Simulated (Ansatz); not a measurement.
The same path of C2H5NSSi (10 atoms, charge 0, multiplicity 1) was run twice with different band settings. The coordinate that changes most is the dihedral C3–C4–S5–H10.

Method: RKS BHLYP-D4/def2-mTZVP in Ansatz.

Relaxed end points:

```xyz
10
Properties=species:S:1:pos:R:3
N 0.138 0.235 1.938
Si 0.471 -0.492 0.442
C -0.760 -1.075 -0.703
C -0.188 0.053 -1.142
S -0.459 1.056 -2.540
H 0.817 0.303 2.669
H -0.723 0.694 2.160
H 1.816 -1.062 0.561
H -1.548 -1.704 -1.078
H 0.519 1.942 -2.304
```

```xyz
10
Properties=species:S:1:pos:R:3
N 0.144 0.086 2.070
Si 0.578 -0.458 0.524
C -0.575 -0.819 -0.785
C 0.090 0.317 -1.026
S 0.111 1.557 -2.237
H 0.778 0.064 2.844
H -0.695 0.593 2.270
H 1.875 -1.124 0.676
H -1.356 -1.343 -1.307
H -0.868 1.075 -3.027
```

Common settings: movable images 7; climbing image yes; optimiser quadratic models (default); start path IDPP; force threshold 0.05 eV/Å; iteration limit 60; end points relaxed.

| run | spring |
| --- | --- |
| 1 | 5.0 eV/Å² |
| 2 | 0.1 eV/Å² |

Problem. What does each run give, and how far can it be trusted?

Solution. Run 1: converged after 5 iterations, highest image 0.286 eV above the first end. A vibrational analysis at the climbing image gives one clearly imaginary mode, 312i cm⁻¹: a first-order saddle point.
Run 2: converged after 5 iterations, highest image 0.286 eV above the first end. Another band between the same ends (7 images) ends at a top of the same energy, where a vibrational analysis finds 1 clearly imaginary mode.
